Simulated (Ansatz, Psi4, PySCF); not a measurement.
C4H11BO2, singlet, geometry from GFN2-xTB, atoms displaced at random by about 0.03 Å a coordinate. Base run: PBE/STO-3G, gradient run with PySCF.

Here is a job for PySCF.
```python
from pyscf import gto, scf, dft

mol = gto.Mole()
mol.atom = '''
    B     0.30994525    0.80593281    0.04750454
    O     0.83701329    2.00641922    0.49665573
    H     0.54338884    2.78185310    0.10198520
    O    -0.79782973    0.81598583   -0.77374908
    C    -1.35783738    1.98883343   -1.38179128
    H    -0.61643074    2.46039384   -1.98753962
    H    -2.12615529    1.63017225   -2.06827066
    H    -1.75257227    2.62601487   -0.60137881
    C     0.78210604   -0.58641084    0.57698601
    C    -0.16721522   -1.75939028    0.33210869
    C     0.48661305   -3.06864475    0.74558723
    H     0.99042162   -0.52153745    1.65163345
    H     1.77028199   -0.82144743    0.10402973
    H    -1.08973460   -1.54568747    0.81844895
    H    -0.34003134   -1.80123541   -0.69535556
    H     1.42967853   -3.28100368    0.32976597
    H    -0.25817075   -3.89994592    0.67398234
    H     0.63383467   -3.07463061    1.91086324
'''
mol.basis = 'sto-3g'
mol.verbose = 4
mol.build()

mf = dft.RKS(mol)
mf.xc = 'pbe'
mf.kernel()
g = mf.nuc_grad_method()
grad = g.kernel()
```

Programs used: Ansatz (an electronic-structure program), Psi4, PySCF; a row that names a program was run with it.

The coordinate followed is x of atom 1.

Variants of this job, named by their change:

| change | dE/dx (Eh/bohr) | net force (Eh/bohr) |
|---|---|---|
| base | 0.023504 | 0.000177 |
| code = psi4 | 0.023502 | 0.000134 |
| code = ansatz | 0.023500 | 0.000000 |
| finite difference step (bohr) = 0.2; conv_tol = 1e-11 | (withheld) | - |
| conv_tol = 1e-6 | 0.023491 | 0.000177 |
| finite difference step (bohr) = 1e-3; conv_tol = 1e-11 | 0.023432 | - |
| grid_response = on | 0.023432 | 0.000000 |
| grids.level = 5; grid_response = off | 0.023501 | 0.000008 |
| finite difference step (bohr) = 0.01; conv_tol = 1e-11 | 0.023420 | - |
| finite difference step (bohr) = 1e-5; conv_tol = 1e-11 | 0.023432 | - |
| grids.level = 1; grid_response = on | 0.023386 | 0.000000 |
| conv_tol = 1e-4 | 0.023509 | 0.000177 |

### Question
Some entries are withheld; supply them.

### Answer

- finite difference step (bohr) = 0.2; conv_tol = 1e-11, dE/dx (Eh/bohr): 0.018944

The net force is zero for an exact gradient.
